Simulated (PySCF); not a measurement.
Zr(F)3(OH) (F3HOZr), SMILES [OH][Zr]([F])([F])[F], multiplicity 1. Geometry optimised at B3LYP-D3(BJ)/def2-SVP. The multiplicity is an assumed one; no other spin state was optimised. The structure was generated by enumeration; whether it is a known compound was not checked. The def2 effective core potentials stand for the cores of Zr; spin–orbit coupling is left out. Other conformers were not sampled.

Question: Give the equilibrium geometry at B3LYP-D3(BJ)/def2-SVP (PySCF confirms it by a frequency run) as bond lengths and angles, and its point group. (An estimate is asked for; the answer gives what the named calculation found.)

Answer: This is not unique; one that fits is point group C3v.
Atoms: Zr1 F2 F3 F4 O5 H6. Bond lengths (Å): Zr1–F2 1.914, Zr1–F3 1.914, Zr1–F4 1.914, Zr1–O5 1.910, O5–H6 0.959. Angles (°): F2–Zr1–F3 109.1, F2–Zr1–F4 109.1, F2–Zr1–O5 109.9, F3–Zr1–F4 109.1, F3–Zr1–O5 109.9, F4–Zr1–O5 109.9, Zr1–O5–H6 180.0.
